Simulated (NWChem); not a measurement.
BeSiH$_{3}$OF; SMILES [SiH3][O][Be][F]

```xyz
7

Be     0.0000     0.0000    -1.3852
F      0.0000     0.0000    -2.7802
O      0.0000     0.0000     0.0302
Si     0.0000     0.0000     1.6931
H     -0.8785    -1.1084     2.2059
H     -0.5207     1.3150     2.2059
H      1.3992    -0.2066     2.2059
```
Atoms are numbered in this order, from 1.

Program: NWChem. Pople sets run with spherical d functions. Coordinates come from a PBE-D3(BJ)/def2-SVP optimisation.

Q: Predict the results for PBE/6-31G*. Quantities: highest occupied level (eV); orbital gap (eV); dipole (D).

A: 
```yaml
highest occupied level (eV): -7.35
orbital gap (eV): 6.57
dipole (D): 1.03
```
